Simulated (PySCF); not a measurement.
H₄Si, SMILES [SiH4].

The structure is a stationary point at TPSSh-D3(BJ)/def2-TZVPD.

The numbers are results of B3LYP/def2-TZVPD run with PySCF, not measurements.

Isolated molecule, no solvent.

Computed frontier levels, gap, dipole moment and polarisability:
```yaml
highest_occupied_level: -9.67 eV
lowest_empty_level: 0.14 eV
orbital_gap: 9.81 eV
dipole_moment: 0.00 D
quadrupole, principal values (traceless, Buckingham form, about the centre of nuclear charge): 0.00, 0.00, 0.00 D·Å
mean_static_polarisability: 31.8 bohr³ (4.71 Å³)
polarisability_principal_values: 31.8, 31.8, 31.8 bohr³
```
